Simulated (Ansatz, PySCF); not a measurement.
Process, species as SMILES: COC(C)=O + 5 [H][H] (H2) -> 3 C (CH4) + 2 O (H2O)
Geometries: B3LYP-D3(BJ)/def2-TZVP minima from Ansatz (a quantum-chemistry and plane-wave program), one conformer each, not searched for the lowest.

Wanted: energy of full hydrogenation (enthalpy at 298 K, with B3LYP-D3(BJ) rigid-rotor harmonic-oscillator terms from PySCF), in kcal/mol. Valence correlation only, unless marked. Spin-orbit coupling is left out. Non-relativistic. Basis-set limits of correlation are two-point, X^-3; Hartree-Fock from the larger set. The bracket is a focal-point correction in the basis named.

From measured enthalpies of formation at 298 K: -70.3 kcal/mol (COC(C)=O -98.8, CRC Handbook; [H][H] (H2) 0.0, ATcT 1.112; C (CH4) -17.8, ATcT 1.112; O (H2O) -57.8, ATcT 1.112). It holds spin-orbit effects, and any other conformers, which the calculations lack, and core correlation, which the frozen-core levels lack. This is an older compilation, not checked against later work.

**Question.** Rank these levels by their absolute error against the measured value, smallest first: CCSD/6-31G* (Ansatz); MP2/cc-pVTZ (Ansatz); PBE/def2-TZVPD (Ansatz); B97M-V/def2-TZVPD (Ansatz); r2SCAN/def2-TZVPD (Ansatz).

**Answer.** B97M-V/def2-TZVPD (-70.9 kcal/mol, error -0.6), MP2/cc-pVTZ (-68.2 kcal/mol, error 2.1), PBE/def2-TZVPD (-66.3 kcal/mol, error 4.0), r2SCAN/def2-TZVPD (-64.6 kcal/mol, error 5.7), CCSD/6-31G* (-45.8 kcal/mol, error 24.5)
